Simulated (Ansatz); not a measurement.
What each rung costs, and what it gives

Saddle point of Si2NH8OF3, singlet (Si₂NH₇OF₂ ([NH3][Si]([OH])([F])([F])[SiH3]) + HF → SiNH₄OF₃ ([NH3][Si]([OH])([F])([F])[F]) + SiH₄; bonds formed: Si1–F9, Si2–H8; bonds broken: Si1–Si2, H8–F9), PBE0-D4/def2-TZVP structure:

Si1  (0.178, 0.135, -0.242)
Si2  (-1.891, -0.610, 1.092)
F3  (-0.142, -0.905, -1.462)
F4  (0.772, 0.949, 1.068)
O5  (-0.596, 1.426, -0.944)
H6  (2.344, -0.577, -1.201)
N7  (1.928, 0.339, -1.057)
H8  (-0.125, -1.257, 0.915)
F9  (0.962, -1.463, 0.663)
H10  (-2.263, 0.718, 1.648)
H11  (-1.953, -1.583, 2.227)
H12  (-2.888, -1.033, 0.078)
H13  (-0.679, 2.175, -0.351)
H14  (2.542, 0.899, -0.474)
H15  (1.811, 0.788, -1.960)
(Å)

Barriers are electronic and count from the start structure reached by relaxing down the imaginary mode.

Computed with Ansatz 0.2.0 (basis: as named in each row); correlated methods freeze the cores. B3LYP uses VWN-RPA correlation. Extrapolation: Hartree–Fock as exp(−7.88 √X), correlation as X^−2.97.

Times are rough, for one single point on 4 threads of a shared host (AMD EPYC 7R13), with one NVIDIA H100 (or a share of it) where marked.

The estimate by CCSD(T) at an estimated basis limit (MP2 extrapolated from triple and quadruple zeta, plus CCSD(T) − MP2 in triple zeta) is 24.50 kcal/mol.

```
      method       basis   time (s)  barrier (kcal/mol)  method less estimate
          HF      STO-3G    under 1               42.13                 17.63
      PBE-D4      STO-3G    under 1                5.86                -18.64
       SPW92    def2-SVP    under 1                8.84                -15.66
    B3LYP-D4       6-31G          1               28.40                  3.90
      PBE-D4    def2-SVP          1               14.89                 -9.61
     PBE0-D4    def2-SVP          2               18.54                 -5.96
    BHLYP-D4  def2-TZVPP   4 (H100)               27.55                  3.05
    B3LYP-D4  def2-TZVPP   5 (H100)               24.49                 -0.02
       SPW92  def2-TZVPP   5 (H100)               13.37                -11.13
     CCSD(T)    def2-SVP   6 (H100)               24.01                 -0.49
      PBE-D4  def2-TZVPP   6 (H100)               19.19                 -5.31
      B97M-V  def2-TZVPP   6 (H100)               21.10                 -3.40
     PBE0-D4  def2-TZVPP   6 (H100)               21.76                 -2.74
CAM-B3LYP-D4  def2-TZVPP   6 (H100)               24.24                 -0.26
     wB97M-V    def2-SVP          6               18.22                 -6.28
  r2SCAN0-D4  def2-TZVPP   6 (H100)               20.62                 -3.88
      B2PLYP  def2-TZVPP   6 (H100)               24.61                  0.11
   r2SCAN-D4  def2-TZVPP   6 (H100)               17.81                 -6.70
    PBE-QIDH  def2-TZVPP   6 (H100)               23.00                 -1.50
     BLYP-D4  def2-TZVPP   8 (H100)               22.72                 -1.78
     wB97X-V  def2-TZVPP   8 (H100)               22.99                 -1.51
     wB97M-V  def2-TZVPP   8 (H100)               21.94                 -2.56
  RPA on PBE  def2-TZVPP   8 (H100)               22.87                 -1.64
         MP2  def2-QZVPP   9 (H100)               23.29                 -1.21
     CCSD(T)  def2-TZVPP  24 (H100)               23.96                 -0.54
```

All methods are single points on the PBE0-D4 structures.

The T1 diagnostic stays at or below 0.013.

Labels in which every atom is bracketed show which atoms are joined, not bond orders.
